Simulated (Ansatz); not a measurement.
The first iterations of a band of ClGeH3 + FH (7 atoms, charge 0, multiplicity 1).

All numbers below come from Ansatz 0.2.0, RKS PBE0/def2-SVP.

```json
{
 "movable images": "9",
 "climbing image": "yes",
 "spring": "5.0 eV/Å²",
 "optimiser": "quadratic models (default)",
 "start path": "through a guess of the saddle point",
 "force threshold": "0.05 eV/Å",
 "iteration limit": "6",
 "end points": "relaxed"
}
```

Initial state:

```xyz
7
Properties=species:S:1:pos:R:3
Ge -0.072 -0.362 -0.006
H -0.140 -0.703 1.483
H 1.349 -0.162 -0.530
Cl -1.116 1.553 -0.263
H -0.869 -1.356 -0.862
F 1.213 1.989 1.589
H 0.462 2.240 1.099
```

Final state:

```xyz
7
Properties=species:S:1:pos:R:3
Ge 0.153 0.302 -0.810
H 0.117 0.374 3.631
H 1.385 0.059 -1.682
Cl -1.183 1.626 -1.835
H -0.625 -0.925 -0.332
F 0.699 1.143 0.610
H 0.280 0.621 2.929
```

| iteration | highest image above the first end (eV) | largest band force component (eV/Å) |
| --- | --- | --- |
| 1 | 6.703 | 59.045 |
| 2 | 2.318 | 2.282 |

Does the band converge within its limit, and where does its top end?

It did not converge within its limit. It ended after 6 iterations with the highest image 1.543 eV above the first end. The band didn't meet its force threshold, so its energies are provisional: the largest band force was still 0.95 eV/Å, and over the last iterations the top moved between 1.54 and 1.67 eV. The orbitals stay closed-shell, which can raise the energy where a bond breaks towards radicals; this wasn't checked here.

The run took 68 s on 2 threads of Intel(R) Xeon(R) Platinum 8488C (Sapphire Rapids), on a shared host, peak memory 0.21 GiB.
